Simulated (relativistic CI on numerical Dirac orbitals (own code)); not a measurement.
**Transition arrays of Er XXIX**

Calculated at this level of theory: Dirac-Coulomb-Breit CI, KLI orbitals optimised for each configuration, a model potential for QED, valence Slater integrals scaled by 0.9, whole transition arrays (own radial code, finite nucleus).

CI space (outside the closed core [Ar] 3d10 4s2): 4p⁶4d⁴, 4p⁶4d³4f, 4p⁵4d⁵, 4p⁶4d³5p, 4p⁶4d³5f. Levels of other configurations are missing.

All E1 lines from the levels of 4p⁶4d⁴; mean and standard deviation are weighted by gf, and upper levels are sorted by their leading configuration.

| Upper configuration | Lines | Σgf | Mean (eV) | Mean (nm) | σ (eV) | Strongest line (nm) |
| --- | --- | --- | --- | --- | --- | --- |
| 4p⁶4d³4f | 2923 | 437.3 | 193.13 | 6.420 | 12.24 | 6.179 |
| 4p⁵4d⁵ | 3147 | 647.6 | 208.00 | 5.961 | 14.57 | 5.714 |
| 4p⁶4d³5p | 1718 | 82.5 | 374.87 | 3.307 | 6.73 | 3.278 |
| 4p⁶4d³5f | 2825 | 231.7 | 518.46 | 2.391 | 5.88 | 2.403 |

Σgf per state of the lower configuration in bins of 0.2 nm over the central range (centre: value): 2.3: 0.56, 2.5: 0.54, 3.1: 0.02, 3.3: 0.35, 3.5: 0.02, 5.5: 0.14, 5.7: 0.93, 5.9: 1.09, 6.1: 1.34, 6.3: 0.82, 6.5: 0.13, 6.7: 0.11, 6.9: 0.15, 7.1: 0.12, 7.3: 0.10, 7.5: 0.03.

(1) How do configuration mixing and the scaling of the Slater integrals move the arrays?

## Answers

(1) Slater scale 0.9, no configuration mixing: 4p⁶4d³4f 187.3 ± 8.2 eV (Σgf 468.3), 4p⁵4d⁵ 188.2 ± 23.4 eV (Σgf 533.6), 4p⁶4d³5p 375.1 ± 6.7 eV (Σgf 91.3), 4p⁶4d³5f 518.4 ± 5.9 eV (Σgf 229.9); Slater scale 1: 4p⁶4d³4f 196.8 ± 13.0 eV (Σgf 428.4), 4p⁵4d⁵ 210.8 ± 14.5 eV (Σgf 675.0), 4p⁶4d³5p 374.9 ± 6.9 eV (Σgf 81.4), 4p⁶4d³5f 518.5 ± 6.1 eV (Σgf 232.0); Slater scale 0.8: 4p⁶4d³4f 190.0 ± 11.5 eV (Σgf 460.2), 4p⁵4d⁵ 205.2 ± 14.9 eV (Σgf 606.1), 4p⁶4d³5p 374.8 ± 6.6 eV (Σgf 83.5), 4p⁶4d³5f 518.4 ± 5.7 eV (Σgf 231.4). With mixing, levels are counted to their leading configuration, so an array can shrink or vanish into another, and the sums then hold other lines.
